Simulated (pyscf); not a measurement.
## F–Ag, singlet

Gas-phase minimum from PySCF at ωB97X-D3(BJ)/def2-SVP, one conformer. 

```xyz
2

F      0.2403     1.0949     0.6543
Ag     1.2524     0.4203    -0.9047
```

Bonds (Å): F1–Ag2 1.977.

Properties at ωB97X-D3(BJ)/def2-SVP:

Harmonic wavenumbers, unscaled: 545 cm⁻¹
Zero-point energy: 0.8 kcal/mol
Rotational symmetry number: 1
Entropy of this conformer at 298 K and 1 atm, rigid rotor and harmonic oscillator, modes under 100 cm⁻¹ raised to 100: 235.1 J/(mol K)
Dipole moment: 5.63 D

Single-point totals, which compare only within one level (frozen core for MP2 and CC):

```
level                   total energy (hartree)
----------------------  ----------------------
ωB97X-D3(BJ)/def2-TZVP              -246.91326
PBE/def2-TZVP                       -246.78249
r²SCAN/def2-TZVP                    -246.86809
B3LYP-D3(BJ)/def2-TZVP              -246.91787
PBE0-D3(BJ)/def2-TZVP               -246.75933
M06-2X/def2-TZVP                    -246.75363
ωB97M-D3(BJ)/def2-TZVP              -246.88588
HF/def2-TZVPP                       -245.59021
MP2/def2-TZVPP                      -246.50753
CCSD/def2-TZVPP                     -246.47572
CCSD(T)/def2-TZVPP                  -246.50157
```

The CCSD(T) − MP2 part came from Ansatz, without density fitting, on the same reference. The frozen core leaves the outer d or s,p core shells of the metals and heavy elements correlated in the MP2 and CC values, and def2-TZVPP describes them poorly, so these totals are far from the basis limit. Elements past Kr carry the def2 core potentials, without spin-orbit coupling.
